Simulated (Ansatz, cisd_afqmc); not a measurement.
Species: SiHF2, charge 0, doublet. SiHF2 (SMILES F[SiH]F, doublet).
B3LYP-D3(BJ)/def2-TZVP minimum from Ansatz (an electronic-structure program):
```
Si
F 1 1.5990
F 1 1.5990 2 107.23
H 1 1.4916 2 107.47 3 -115.28
```
Charge 0, spin multiplicity 2.

Atomisation energy term by term, kcal/mol (programs: Ansatz, cisd_afqmc). UHF or UKS for unpaired electrons; spin-orbit terms are left out. Correlated methods leave the cores frozen. Rows without X2C or -DK are non-relativistic. AFQMC is phaseless with a CISD trial state; ± is one standard error, without the phaseless bias. Outlying blocks are dropped, and bars are widened where a walk drifts. Over all cases where full CI ran beside it in this data, AFQMC minus full CI had a median of +0.1 mEh and passed +0.4 mEh in a tenth of the cases. CBS(X,Y): correlation extrapolated as X^-3, Hartree-Fock from the larger set (Q,5: extrapolated as (X+1)exp(-9√X)). A bracket is a step between two methods taken in the basis named. '+ core + X2C': CCSD(T) terms for core correlation (cc-pwCVTZ, 1s frozen past Ne) and scalar relativity (cc-pVTZ-DK). Where a partner has so few electrons that a lower coupled-cluster level is exact, that level stands in.

```json
[
 {"term": "Hartree-Fock", "basis": "CBS(cc-pV(Q+d)Z,cc-pV(5+d)Z)", "kcal/mol": "259.75"},
 {"term": "CCSD correlation", "basis": "CBS(cc-pV(Q+d)Z,cc-pV(5+d)Z)", "kcal/mol": "80.26"},
 {"term": "(T)", "basis": "CBS(cc-pV(Q+d)Z,cc-pV(5+d)Z)", "kcal/mol": "5.95"},
 {"term": "CCSDT(Q) - CCSD(T)", "basis": "cc-pV(D+d)Z", "kcal/mol": "0.47"},
 {"term": "core correlation", "basis": "cc-pwCVTZ", "kcal/mol": "-0.17"},
 {"term": "scalar relativity", "basis": "X2C, cc-pVTZ-DK", "kcal/mol": "-1.06"},
 {"term": "sum: De", "basis": "", "kcal/mol": "345.2"}
]
```

The step beyond CCSD(T) by other levels: AFQMC/CISD in cc-pV(D+d)Z 0.65 ± 0.27 kcal/mol.
